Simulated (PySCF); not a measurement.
CdC: energy against distance

Set-up: basis Cd cc-pVDZ-PP with ECP28, C cc-pVDZ; scalar-relativistic core potentials; PySCF 2.14. Energies in eV from Cd + C in their ground configurations at the same level. State: ³Σ⁻ (triplet), unpaired electrons π ↑↑.

All columns are revPBE. A positive dipole means Cd(−)C(+).

| R (Å) | E (eV) | μ (D) | Mulliken charge on Cd (basis-dependent) | HOMO (eV) | LUMO (eV) | Mayer bond order | ⟨S²⟩ |
| --- | --- | --- | --- | --- | --- | --- | --- |
| 1.870 | -0.563 | -2.63 | 0.32 | -5.28 | -3.58 | 1.80 | 2.04 |
| 1.957 | -0.848 | -2.69 | 0.33 | -5.20 | -3.68 | 1.66 | 2.05 |
| 2.044 | -0.998 | -2.72 | 0.32 | -5.13 | -3.77 | 1.53 | 2.06 |
| 2.109 | -1.048 | -2.74 | 0.31 | -5.08 | -3.84 | 1.44 | 2.06 |
| 2.174 | -1.061 | -2.75 | 0.30 | -5.04 | -3.90 | 1.35 | 2.06 |
| 2.239 | -1.047 | -2.75 | 0.29 | -5.00 | -3.95 | 1.26 | 2.06 |
| 2.326 | -1.001 | -2.74 | 0.27 | -4.95 | -4.02 | 1.16 | 2.06 |
| 2.435 | -0.917 | -2.72 | 0.24 | -4.91 | -4.09 | 1.03 | 2.06 |
| 2.565 | -0.801 | -2.68 | 0.22 | -4.89 | -4.16 | 0.89 | 2.05 |
| 2.739 | -0.645 | -2.58 | 0.19 | -4.88 | -4.26 | 0.73 | 2.04 |

A fit through these points gives, at Re = 2.169 Å, μ = -2.75 D and dμ/dR = -0.0710 D/Å; the reduced mass is 10.86 u.

How strong is the fundamental in the double-harmonic approximation, I = 42.26·(dμ/dR)²/μred km/mol?

I = 42.26·(-0.0710)²/10.86 = 0.0196 km/mol at revPBE.

Spin–orbit coupling is left out. The state is the lowest determinant that a PBE0 search found; another state may lie lower at other levels.
